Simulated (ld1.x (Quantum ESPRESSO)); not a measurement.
**Which change was made? (Co, RRKJ)**

- Element: Co (Z = 27)
- Generator: ld1.x (Quantum ESPRESSO) 7.5
- Type: norm-conserving RRKJ (Kleinman–Bylander form)
- Functional: LDA (PZ)
- Relativity: non-relativistic
- Frozen core: [Ne] 3s2
- Valence charge: 15
- Reference configuration: 3p6 3d7 4s2 4p0
- Partial waves: 4s (bound): rc 2.15 bohr; 3p (bound): rc 0.75 bohr; 3d (bound): rc 1.60 bohr
- Local potential: the d channel
- Core correction: none
- rho0: 0.02

Cutoffs, loose and tight: the cutoffs (Ry, on a coarse ladder) from which the occupation-weighted sum of valence levels, in a spherical-Bessel basis at the reference potential, stays within 10 and 1 mRy of its value at 400 Ry. They do not see the model core or the augmentation charge, which bear on the density cutoff. Test errors are all-electron minus pseudo excitation energies from the reference, over the configurations 3p6 3d7 4s1 4p0; 3p6 3d7 4s0 4p0; 3p6 3d6 4s0 4p0; 3p6 3d5 4s0 4p0; 3p6 3d7 4s0 4p2; 3p6 3d7 4s1.5 4p0; 3p6 3d7.5 4s1.5 4p0 (two spin-polarised tests are not counted in the largest error); variants that change the core or the reference have their own tests.

The base gives: outcome: generated; cutoff, loose: 230 Ry; cutoff, tight: 300 Ry; bound ghosts: s; largest test error (meV): -559.

(1) After one change the result is: outcome: generated; cutoff, loose: 140 Ry; cutoff, tight: 230 Ry; bound ghosts: s; largest test error (meV): -556. Which change was it?
A. wave 3p (bound): rc 0.75 bohr becomes 3p (bound): rc 1.06 bohr
B. wave 3p (bound): rc 0.75 bohr becomes 3p (bound): rc 0.86 bohr
C. wave 3p (bound): rc 0.75 bohr becomes 3p (bound): rc 0.96 bohr

Results:

(1) C. The others give: wave 3p (bound): rc 0.75 bohr becomes 3p (bound): rc 0.86 bohr → outcome: generated; cutoff, loose: 180 Ry; cutoff, tight: 300 Ry; bound ghosts: s; largest test error (meV): -559 | wave 3p (bound): rc 0.75 bohr becomes 3p (bound): rc 1.06 bohr → outcome: generated; cutoff, loose: 110 Ry; cutoff, tight: 180 Ry; bound ghosts: s; largest test error (meV): -552.
